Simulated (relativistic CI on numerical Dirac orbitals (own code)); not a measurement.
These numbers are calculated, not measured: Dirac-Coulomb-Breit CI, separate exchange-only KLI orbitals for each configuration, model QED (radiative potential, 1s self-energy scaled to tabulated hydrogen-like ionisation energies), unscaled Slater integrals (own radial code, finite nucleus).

Configurations in the expansion (outside the closed core [Ne]): 3s, 3p, 3d, 4s, 4p, 4d, 4f, 5s, 5p, 5d, 5f, 5g, 6s, 6p, 6d, 7s, 7p. Levels of other configurations are missing.

At this charge energies of transitions that change n are usually good to better than 1 %, and those within a shell (Δn = 0) to a few per cent.

Outline of the computed level scheme of Re LXV. Lowest level of each configuration: 3s 2S_1/2 at 0.00 eV; 3p 2P°_1/2 at 163.22 eV; 3d 2D_3/2 at 751.57 eV; 4s 2S_1/2 at 3360.03 eV; 4p 2P°_1/2 at 3427.41 eV; 4d 2D_3/2 at 3662.61 eV; 4f 2F°_5/2 at 3739.33 eV; 5s 2S_1/2 at 4854.57 eV; 5p 2P°_1/2 at 4888.38 eV.

Some strong electric-dipole decays among the lowest 15 levels: 4f 2F°_7/2 → 3d 2D_5/2 (2.5e+14 s⁻¹); 4f 2F°_5/2 → 3d 2D_3/2 (2.5e+14 s⁻¹); 4d 2D_5/2 → 3p 2P°_3/2 (1.2e+14 s⁻¹); 4d 2D_3/2 → 3p 2P°_1/2 (9.7e+13 s⁻¹); 4p 2P°_1/2 → 3s 2S_1/2 (6.6e+13 s⁻¹); 4s 2S_1/2 → 3p 2P°_3/2 (5.2e+13 s⁻¹); 4p 2P°_3/2 → 3s 2S_1/2 (4.0e+13 s⁻¹); 5p 2P°_1/2 → 3s 2S_1/2 (3.6e+13 s⁻¹).
